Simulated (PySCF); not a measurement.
Correlation energy of Dy⁵⁴⁺ (dysprosium, charge +54)

Starting occupation: [Ne] 3s2. Computed with PySCF 2.14 in an even-tempered Gaussian basis (17 s from 5.3 bohr⁻², ratio 2.6; 14 p from 6.9 bohr⁻², ratio 2.6; 6 d from 7.1 bohr⁻², ratio 2.8; 4 f from 97 bohr⁻², ratio 2.8), with X2C-1e with screened-nucleus spin-orbit coupling, Gaussian nucleus. Frozen: 1s2; 10 electrons correlated; the 52 highest virtual spinors left out.

MP2 pair energies summed by pair of shells (mhartree):

```json
{"pair": "3s1/2-3s1/2", "energy": "-116.68", "share (%)": "23.8"}
{"pair": "2p1/2-2p3/2", "energy": "-102.42", "share (%)": "20.9"}
{"pair": "2p3/2-2p3/2", "energy": "-97.04", "share (%)": "19.8"}
{"pair": "2p3/2-3s1/2", "energy": "-44.25", "share (%)": "9.0"}
{"pair": "2p3/2-2s1/2", "energy": "-42.54", "share (%)": "8.7"}
{"pair": "2p1/2-2p1/2", "energy": "-24.11", "share (%)": "4.9"}
{"pair": "2p1/2-2s1/2", "energy": "-22.42", "share (%)": "4.6"}
{"pair": "2p1/2-3s1/2", "energy": "-19.46", "share (%)": "4.0"}
{"pair": "2s1/2-2s1/2", "energy": "-11.45", "share (%)": "2.3"}
{"pair": "2s1/2-3s1/2", "energy": "-9.66", "share (%)": "2.0"}
```

Total MP2 correlation energy: -490.03 mhartree.

The virtual space was cut to 56 spinors, which keep -432.27 of the -490.03 mhartree of MP2 correlation.

```
  level  correlation energy (mhartree)
   CCSD                        -464.13
    (T)                          -0.67
CCSD(T)                        -464.80
```

Diagnostics: T1 = 0.00012, largest double amplitude 0.083.

Task: Is a single reference adequate?

Result: Mostly. T1 lies below 0.03, but a double amplitude of this size points to a near-degeneracy that CCSD handles and MP2 describes poorly.

The coupled-cluster values are those of the cut space; adding the MP2 remainder, -57.76 mhartree, estimates the full space.

At this charge the one-electron X2C treatment keeps the bare 1/r₁₂, with no two-electron picture change or Breit term. The effect here is smaller than on the frozen 1s shell.
